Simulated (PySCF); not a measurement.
HO₄S, SMILES [O]S(=O)(=O)O, multiplicity 2.

Geometry optimised at TPSSh-D3(BJ)/def2-SVP. The isomer is the one that the SMILES or the coordinates give; other isomers of the formula were not compared. Other conformers were not sampled.

All values below come from TPSSh-D3(BJ)/def2-SVP in PySCF.

Frequencies are harmonic and unscaled.

Computed normal modes with their intensities:
```tsv
mode	ν (cm⁻¹)	IR (km/mol)	moving atoms (share of kinetic energy)
1	230	40.9	H 50 %, O 49 %
2	282	3.2	O 89 %, S 11 %
3	376	26.1	O 46 %, H 32 %, S 22 %
4	399	31.9	O 66 %, S 21 %, H 13 %
5	417	14.0	O 74 %, S 15 %, H 11 %
6	507	34.5	O 80 %, S 19 %
7	819	141.6	O 76 %, S 23 %
8	835	23.7	O 77 %, S 22 %
9	1030	137.8	O 72 %, S 27 %
10	1125	94.4	H 83 %, O 17 %
11	1271	55.9	O 58 %, S 38 %
12	3710	139.9	H 94 %
```
